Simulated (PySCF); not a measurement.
Species: FGe₂H₆N.
Atom-mapped SMILES: `[F:1][GeH2:2][NH:3][GeH3:4]` (hydrogens: H5, H6 on Ge2; H7 on N3; H8, H9, H10 on Ge4)

Structure used (PBE0-D3(BJ)/def2-SVP), in Å, numbered top down from 1:
```xyz
10
FGe2H6N angstrom
F      1.928   -0.716    1.615
Ge     1.612   -0.193   -0.026
N      0.048    0.709   -0.106
Ge    -1.638   -0.035   -0.105
H      2.776    0.739   -0.384
H      1.493   -1.480   -0.849
H      0.096    1.680    0.191
H     -1.466   -1.462   -0.650
H     -2.250   -0.075    1.310
H     -2.546    0.800   -1.027
```

Computed with EOM-IP-CCSD/aug-cc-pVDZ in PySCF, restricted Hartree–Fock reference, 20 core orbitals frozen, non-relativistic, gas phase, PBE0-D3(BJ)/def2-SVP geometry.

Hartree–Fock orbital energies give these Koopmans values (eV): HOMO 11.04, HOMO-1 12.73, HOMO-2 13.10, HOMO-3 13.40, HOMO-4 13.79, HOMO-5 15.55, HOMO-6 16.75, HOMO-7 16.83.

Q: What vertical ionisation energies does EOM-IP-CCSD give?

A: 
```json
{"leading hole (HF orbital)": "HOMO", "Koopmans (eV)": "11.04", "EOM-IP-CCSD (eV)": "9.73", "change (eV)": "-1.31", "one-hole share": "0.94"}
{"leading hole (HF orbital)": "HOMO-1", "Koopmans (eV)": "12.73", "EOM-IP-CCSD (eV)": "11.93", "change (eV)": "-0.80", "one-hole share": "0.95"}
{"leading hole (HF orbital)": "HOMO-2", "Koopmans (eV)": "13.10", "EOM-IP-CCSD (eV)": "12.34", "change (eV)": "-0.76", "one-hole share": "0.95"}
{"leading hole (HF orbital)": "HOMO-3", "Koopmans (eV)": "13.40", "EOM-IP-CCSD (eV)": "12.53", "change (eV)": "-0.87", "one-hole share": "0.94"}
{"leading hole (HF orbital)": "HOMO-4", "Koopmans (eV)": "13.79", "EOM-IP-CCSD (eV)": "12.75", "change (eV)": "-1.04", "one-hole share": "0.94"}
{"leading hole (HF orbital)": "HOMO-5", "Koopmans (eV)": "15.55", "EOM-IP-CCSD (eV)": "13.91", "change (eV)": "-1.64", "one-hole share": "0.94"}
{"leading hole (HF orbital)": "HOMO-7", "Koopmans (eV)": "16.83", "EOM-IP-CCSD (eV)": "14.55", "change (eV)": "-2.28", "one-hole share": "0.94"}
{"leading hole (HF orbital)": "HOMO-6", "Koopmans (eV)": "16.75", "EOM-IP-CCSD (eV)": "14.72", "change (eV)": "-2.03", "one-hole share": "0.94"}
```

Q: Does the order of the lines follow the orbital energies?

A: No: the HOMO-7 hole (14.55 eV) falls below the HOMO-6 hole (14.72 eV). The corrections run from -2.28 to -0.76 eV, with a mean of -1.34 eV over the 8 lines; no line lies above its Koopmans value. Koopmans values leave out both the relaxation of the orbitals and the change in correlation energy.

Q: At what kinetic energies would He I light (21.22 eV) eject these electrons?

A: 11.49 eV (HOMO), 9.29 eV (HOMO-1), 8.88 eV (HOMO-2), 8.69 eV (HOMO-3), 8.47 eV (HOMO-4), 7.31 eV (HOMO-5), 6.67 eV (HOMO-7), 6.50 eV (HOMO-6).

One root was sought for each valence orbital with −ε under 21 eV, eight at most, so deeper holes and satellites are missing; no vibrational structure.

One conformer stands for the species.
